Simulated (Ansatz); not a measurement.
Start from `[F][GaH][Cl]` and change one atom or group to get `[SH][GaH][Cl]`.

Ansatz, PBE0-D4/def2-TZVP geometries, multiplicity 1. Each molecule was computed in one conformer, which needn't be the lowest.

Scalar relativity is left out up to krypton.

```json
{"property": "size of the dipole moment (B3LYP/def2-TZVPP) / D", "`[F][GaH][Cl]`": "2.11"}
{"property": "zero-point energy (PBE0-D4/def2-TZVP) / kJ/mol", "`[F][GaH][Cl]`": "26.5"}
{"property": "LUMO energy (PBE/def2-TZVPP) / eV", "`[F][GaH][Cl]`": "-2.33"}
{"property": "HOMO–LUMO gap (B3LYP/def2-TZVPP) / eV", "`[F][GaH][Cl]`": "7.23"}
{"property": "size of the dipole moment (ωB97M-V/def2-TZVPP) / D", "`[F][GaH][Cl]`": "2.12"}
{"property": "HOMO energy (B3LYP/def2-TZVPP) / eV", "`[F][GaH][Cl]`": "-9.08"}
```

(1) Give the same properties after the change, and the shifts. (Best estimate.)

Results:

(1) The calculation gave: 
```csv
property,`[SH][GaH][Cl]`,shift
size of the dipole moment (B3LYP/def2-TZVPP) / D,2.31,0.20
zero-point energy (PBE0-D4/def2-TZVP) / kJ/mol,46.4,19.9
LUMO energy (PBE/def2-TZVPP) / eV,-2.21,0.12
HOMO–LUMO gap (B3LYP/def2-TZVPP) / eV,6.09,-1.14
size of the dipole moment (ωB97M-V/def2-TZVPP) / D,2.33,0.21
HOMO energy (B3LYP/def2-TZVPP) / eV,-7.78,1.30
```

With PBE0 the HOMO rises by 1.32 eV and the LUMO rises by 0.10 eV, so the gap narrows by about 1.22 eV. PBE moves the HOMO by 1.09 eV and ωB97M-V by 1.42 eV. The zero-point energy changes by 19.9 kJ/mol with +3 modes. Dipoles are sizes alone; their direction can turn.

B3LYP here is the variant with VWN-RPA as its local correlation; programs differ in this.
